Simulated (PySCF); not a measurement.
PySCF input (HF/def2-TZVPD):

```python
from pyscf import gto, scf, dft

mol = gto.M(
    atom='''
    Ga   -0.07291982    0.12343991    0.28867848
    F    -1.37584435   -1.01626928   -0.32617332
    F     0.13343100    1.42660418   -0.98951333
    F     1.49358161   -0.83551680    0.32134966
    ''',
    basis='def2-tzvpd',
    charge=-1,
    spin=1,
    verbose=4,
)

mf = scf.UHF(mol).density_fit(auxbasis='def2-universal-jkfit')
mf.conv_tol = 1e-9
mf.max_cycle = 100
mf.max_memory = 1500
mf.kernel()
if not mf.converged:
    mf = mf.newton()
    mf.kernel(mf.make_rdm1())
for _ in range(2):
    mo, _, stable, _ = mf.stability(return_status=True)
    if stable:
        break
    mf.kernel(mf.make_rdm1(mo, mf.mo_occ))
mf.analyze()
```

End of the output:

```
Extra cycle  E= -2221.87951938941  delta_E= -2.86e-11  |g|= 2.68e-06  |ddm|= 8.85e-06
converged SCF energy = -2221.87951938941  <S^2> = 0.75238153  2S+1 = 2.0023801
uhf_internal: lowest eigs of H = [0.35197794 0.35198511 0.35813273]
<class 'pyscf.df.df_jk.DFUHF'> wavefunction is stable in the internal stability analysis
**** SCF Summaries ****
Total Energy =                       -2221.879519389413417
Nuclear Repulsion Energy =             284.742734617634312
One-electron Energy =                -3686.233332985673314
Two-electron Energy =                 1179.611078978625756
Two-electron Coulomb Energy =         1283.834484991185946
DFT Exchange-Correlation Energy =     -104.223406012560190
HOMO-LUMO gap [eV] =                     8.574484033046293
**** MO energy ****
                             alpha | beta                alpha | beta
MO #1   energy= -378.634166961863  | -378.632013878205  occ= 1 | 1
MO #2   energy= -47.9792100737335  | -47.9775429309762  occ= 1 | 1
MO #3   energy= -42.3079731823688  | -42.3064298026011  occ= 1 | 1
MO #4   energy= -42.306370805116   | -42.3061724628448  occ= 1 | 1
MO #5   energy= -42.3063708050838  | -42.3061724628043  occ= 1 | 1
MO #6   energy= -26.0358184967648  | -26.032573002688   occ= 1 | 1
MO #7   energy= -26.0358184958401  | -26.0325730017629  occ= 1 | 1
MO #8   energy= -26.0358124619316  | -26.0325647542896  occ= 1 | 1
MO #9   energy= -6.21420370365318  | -6.20838362928388  occ= 1 | 1
MO #10  energy= -4.3097462927631   | -4.30512892396867  occ= 1 | 1
MO #11  energy= -4.30517589050803  | -4.30512892396536  occ= 1 | 1
MO #12  energy= -4.30517589049207  | -4.30218779897404  occ= 1 | 1
MO #13  energy= -1.31618906318126  | -1.30672801704848  occ= 1 | 1
MO #14  energy= -1.31116180709829  | -1.30184630178956  occ= 1 | 1
MO #15  energy= -1.31116180559517  | -1.30184630028381  occ= 1 | 1
MO #16  energy= -1.01984170762731  | -1.01665588313074  occ= 1 | 1
MO #17  energy= -1.01765670459492  | -1.01665588311728  occ= 1 | 1
MO #18  energy= -1.01765670458779  | -1.01507420669592  occ= 1 | 1
MO #19  energy= -1.01591805755668  | -1.01507420664248  occ= 1 | 1
MO #20  energy= -1.01591805748287  | -1.01464139242107  occ= 1 | 1
MO #21  energy= -0.490920820752564 | -0.470808040950353 occ= 1 | 1
MO #22  energy= -0.428341186071406 | -0.415601865319814 occ= 1 | 1
MO #23  energy= -0.428341185526622 | -0.41560186509543  occ= 1 | 1
MO #24  energy= -0.414378317338057 | -0.401171777755466 occ= 1 | 1
MO #25  energy= -0.399905520635153 | -0.388168662617828 occ= 1 | 1
MO #26  energy= -0.399905520442999 | -0.38816866154581  occ= 1 | 1
MO #27  energy= -0.384933577160105 | -0.381602963129648 occ= 1 | 1
MO #28  energy= -0.38493357663926  | -0.38056311425639  occ= 1 | 1
MO #29  energy= -0.38384092293615  | -0.380563113814363 occ= 1 | 1
MO #30  energy= -0.13668442924795  | 0.178422049589408  occ= 1 | 0
MO #31  energy= 0.207437798348045  | 0.240112373280867  occ= 0 | 0
MO #32  energy= 0.230250729650461  | 0.240356130829091  occ= 0 | 0
MO #33  energy= 0.230250729703805  | 0.240356130946223  occ= 0 | 0
MO #34  energy= 0.247678451191815  | 0.259509041123387  occ= 0 | 0
MO #35  energy= 0.257702491116751  | 0.259509041164334  occ= 0 | 0
MO #36  energy= 0.257702491194187  | 0.274044443277233  occ= 0 | 0
MO #37  energy= 0.272510634072503  | 0.274044443400934  occ= 0 | 0
MO #38  energy= 0.272510634202086  | 0.28484272151546   occ= 0 | 0
MO #39  energy= 0.286420369574318  | 0.292556008054473  occ= 0 | 0
MO #40  energy= 0.340130918135767  | 0.342455284141825  occ= 0 | 0
MO #41  energy= 0.360656432118473  | 0.362562227380899  occ= 0 | 0
MO #42  energy= 0.360656432280387  | 0.362562227567362  occ= 0 | 0
MO #43  energy= 0.379156281910245  | 0.379590852276552  occ= 0 | 0
MO #44  energy= 0.383558645795892  | 0.388847696557112  occ= 0 | 0
MO #45  energy= 0.383558645915229  | 0.388847696610521  occ= 0 | 0
MO #46  energy= 0.397449718045148  | 0.425458914647823  occ= 0 | 0
MO #47  energy= 0.397449718149617  | 0.42545891480821   occ= 0 | 0
MO #48  energy= 0.415975195172864  | 0.428268522027532  occ= 0 | 0
MO #49  energy= 0.525440328923895  | 0.547591597102694  occ= 0 | 0
MO #50  energy= 0.581269053173146  | 0.583902946713497  occ= 0 | 0
MO #51  energy= 0.58126905347617   | 0.583902946971574  occ= 0 | 0
MO #52  energy= 0.596876433159269  | 0.621447532917961  occ= 0 | 0
MO #53  energy= 0.610562469269493  | 0.62763185858346   occ= 0 | 0
MO #54  energy= 0.610562469366571  | 0.627631858811692  occ= 0 | 0
MO #55  energy= 0.621291643265995  | 0.638604269243854  occ= 0 | 0
MO #56  energy= 0.621291643322572  | 0.638604269393872  occ= 0 | 0
MO #57  energy= 0.652859256103125  | 0.65739910187115   occ= 0 | 0
MO #58  energy= 0.69833380768573   | 0.723008220611376  occ= 0 | 0
MO #59  energy= 0.767295501516917  | 0.776359433997157  occ= 0 | 0
MO #60  energy= 0.767295502698281  | 0.776359435174567  occ= 0 | 0
MO #61  energy= 0.805085757359379  | 0.814124928957001  occ= 0 | 0
MO #62  energy= 0.879668112829446  | 0.883947386053852  occ= 0 | 0
MO #63  energy= 0.87966811299786   | 0.885139888799718  occ= 0 | 0
MO #64  energy= 0.883027771220968  | 0.885139888952136  occ= 0 | 0
MO #65  energy= 0.910925603678879  | 0.91157761270948   occ= 0 | 0
MO #66  energy= 0.91092560397534   | 0.911577613002734  occ= 0 | 0
MO #67  energy= 0.96130250123148   | 0.966101918993647  occ= 0 | 0
MO #68  energy= 0.961302501608973  | 0.966101919326074  occ= 0 | 0
MO #69  energy= 0.969044742709264  | 0.981649394181918  occ= 0 | 0
MO #70  energy= 0.999066664957122  | 1.003135040632     occ= 0 | 0
MO #71  energy= 0.999066665641584  | 1.00313504134984   occ= 0 | 0
MO #72  energy= 1.01617968687903   | 1.01676844794262   occ= 0 | 0
MO #73  energy= 1.03340445690078   | 1.0383082491133    occ= 0 | 0
MO #74  energy= 1.03340445693686   | 1.03830824921926   occ= 0 | 0
MO #75  energy= 1.05591777286268   | 1.06058381283856   occ= 0 | 0
MO #76  energy= 1.24015707283558   | 1.24338326842219   occ= 0 | 0
MO #77  energy= 1.24015707330958   | 1.24338326891772   occ= 0 | 0
MO #78  energy= 1.26425375307867   | 1.28043183995927   occ= 0 | 0
MO #79  energy= 1.27145671724162   | 1.28043184048166   occ= 0 | 0
MO #80  energy= 1.27145671774494   | 1.28540789633703   occ= 0 | 0
MO #81  energy= 1.28434886504906   | 1.28903701534304   occ= 0 | 0
MO #82  energy= 1.34516058145327   | 1.36319655650511   occ= 0 | 0
MO #83  energy= 1.34516058206524   | 1.36319655706425   occ= 0 | 0
MO #84  energy= 1.36246551897068   | 1.37053695340201   occ= 0 | 0
MO #85  energy= 1.39744213140182   | 1.41463994577349   occ= 0 | 0
MO #86  energy= 1.397442132804     | 1.41463994711781   occ= 0 | 0
MO #87  energy= 1.44808520578571   | 1.45392067668952   occ= 0 | 0
MO #88  energy= 1.49692642249097   | 1.50411646508337   occ= 0 | 0
MO #89  energy= 1.51258225538999   | 1.5145917520993    occ= 0 | 0
MO #90  energy= 1.51258225607153   | 1.51459175274549   occ= 0 | 0
MO #91  energy= 1.5564140024616    | 1.56757413123319   occ= 0 | 0
MO #92  energy= 1.67213377872008   | 1.67746456850045   occ= 0 | 0
MO #93  energy= 1.67213377947728   | 1.67746456915207   occ= 0 | 0
MO #94  energy= 1.6794559128959    | 1.69001638691564   occ= 0 | 0
MO #95  energy= 1.67945591350958   | 1.69001638761777   occ= 0 | 0
MO #96  energy= 1.70339921908737   | 1.70933326006961   occ= 0 | 0
MO #97  energy= 1.81248320978606   | 1.81956815419655   occ= 0 | 0
MO #98  energy= 1.8124832118503    | 1.81956815625195   occ= 0 | 0
MO #99  energy= 1.86184747407586   | 1.87360107243872   occ= 0 | 0
MO #100 energy= 2.76233084367075   | 2.76914396345924   occ= 0 | 0
MO #101 energy= 2.76233084410543   | 2.7691439639288    occ= 0 | 0
MO #102 energy= 2.76791334397883   | 2.77330335155463   occ= 0 | 0
MO #103 energy= 2.80689024342941   | 2.80863522543047   occ= 0 | 0
MO #104 energy= 2.80689024463961   | 2.8086352266275    occ= 0 | 0
[...]
```
